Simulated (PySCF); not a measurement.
Compound: C5H12Al2O2.
Atom-mapped SMILES: `[CH3:1][C:2]#[C:3][AlH-:4]1[O+:5]([CH3:6])[AlH2-:7][O+:8]1[CH3:9]` (hydrogens: H10, H11, H12 on C1; H13 on Al4; H14, H15, H16 on C6; H17, H18 on Al7; H19, H20, H21 on C9)

Structure used (PBE0-D3(BJ)/def2-SVP), in Å, numbered top down from 1:
```
atom  x, y, z in Å
C1     3.8912   -1.2242   -0.0687
C2     2.5743   -0.7551    0.3256
C3     1.4650   -0.3564    0.6561
Al4   -0.2739    0.2411    1.1892
O5    -1.0110    1.5584    0.1067
C6    -0.8967    2.9606    0.2102
Al7   -2.2706    0.5277   -0.8056
O8    -1.5318   -0.7907    0.2849
C9    -1.4902   -2.1870    0.0692
H10    3.8698   -2.2955   -0.3242
H11    4.6230   -1.0868    0.7429
H12    4.2590   -0.6777   -0.9515
H13   -0.5944    0.5539    2.7092
H14   -0.1437    3.3386   -0.4991
H15   -0.5971    3.2438    1.2313
H16   -1.8646    3.4391   -0.0066
H17   -3.7292    1.0040   -0.3823
H18   -1.9113    0.2161   -2.3247
H19   -0.4524   -2.5490    0.1405
H20   -1.8697   -2.4275   -0.9360
H21   -2.1092   -2.7075    0.8165
```

All values: PBE0/pcSseg-1 (PySCF, non-relativistic), on one gas-phase PBE0-D3(BJ)/def2-SVP geometry that isn't relaxed in the solvent. The solvent is an IEF-PCM continuum (Bondi radii, 1.10 Å for H, scaled by 1.2). Only the electrostatic response of the medium enters.

Gas phase at PBE0/pcSseg-1: HOMO -7.33 eV, LUMO -0.35 eV, dipole 1.67 D.

Q: What does the continuum do to the energy, the frontier levels and the dipole at PBE0/pcSseg-1 in chloroform and tetrahydrofuran?

A: 
| solvent | ε | E(solvent) − E(gas) (kJ/mol) | polarisation term (kJ/mol) | distortion of the solute (kJ/mol) | HOMO (eV) | LUMO (eV) | dipole (D) |
| --- | --- | --- | --- | --- | --- | --- | --- |
| chloroform | 4.711 | -25.42 | -27.69 | 2.27 | -7.47 | -0.28 | 1.99 |
| tetrahydrofuran | 7.426 | -29.20 | -32.19 | 2.99 | -7.50 | -0.28 | 2.04 |

The polarisation term is half the interaction of the solute with the surface charges that it induces; the rest is the cost of distorting the solute's density. The sum is the electrostatic part of solvation alone. From chloroform to tetrahydrofuran the lowering changes by a factor 1.15, Onsager's factor (ε − 1)/(2ε + 1) by 1.14 and ε itself by 1.6.

Q: Which radius a makes the point-dipole formula ΔE = −[(ε − 1)/(2ε + 1)]·μ²/a³ give the value in tetrahydrofuran, with the gas-phase dipole?

A: μ = 0.656 au and |ΔE| = 0.01112 Eh give a = 1.33 Å; the farthest nucleus lies 4.80 Å from the centroid of the nuclei, so such a sphere wouldn't even hold the nuclei. The formula assumes a rigid point dipole at the centre of a sphere.

Q: Give the dipole vector in the frame of the coordinates (D, pointing from negative to positive charge), gas and tetrahydrofuran.

A: Gas (1.54, -0.39, -0.52), solvent (1.86, -0.51, -0.66). Its length changes by +22 % and its direction by 1°.

Q: Which ESP-fitted charges (PBE0/pcSseg-1) respond most in chloroform (means over atoms taken as equivalent)?

A: 
```csv
atoms,environment,gas (e),solvent (e),change
Al7,aluminium bonded to 2 O and 2 H,+0.839,+0.909,+0.070
Al4,"aluminium bonded to C, 2 O and H",+1.025,+1.082,+0.057
C3,alkyne carbon,-0.698,-0.738,-0.040
H17,Al–H hydrogen,-0.306,-0.336,-0.030
H18,Al–H hydrogen,-0.296,-0.326,-0.030
H13,Al–H hydrogen,-0.324,-0.352,-0.028
O5/O8,oxygen bonded to 2 Al and C,-0.466,-0.490,-0.024
H10/H11/H12,methyl hydrogen,+0.174,+0.185,+0.011
```

Q: Which Mayer bond orders change most in chloroform?

A: 
| bond | length (Å) | gas | solvent | change |
| --- | --- | --- | --- | --- |
| Al4–H13 | 1.585 | 0.884 | 0.855 | -0.029 |
| Al7–H17 | 1.592 | 0.876 | 0.848 | -0.028 |
| Al7–H18 | 1.592 | 0.876 | 0.848 | -0.028 |
| C2–C3 | 1.224 | 2.335 | 2.320 | -0.015 |
| O5–C6 | 1.411 | 0.852 | 0.839 | -0.013 |
| O5–Al7 | 1.866 | 0.447 | 0.457 | +0.010 |
| O8–C9 | 1.414 | 0.846 | 0.836 | -0.010 |
| Al4–O5 | 1.858 | 0.441 | 0.450 | +0.009 |

On Intel Xeon at 2.50 GHz, one thread, no GPU (shared host), this took 94 s and 1.4 GiB of memory at its peak. This is the whole shielding run at PBE0/pcSseg-1 in tetrahydrofuran, SCF included.
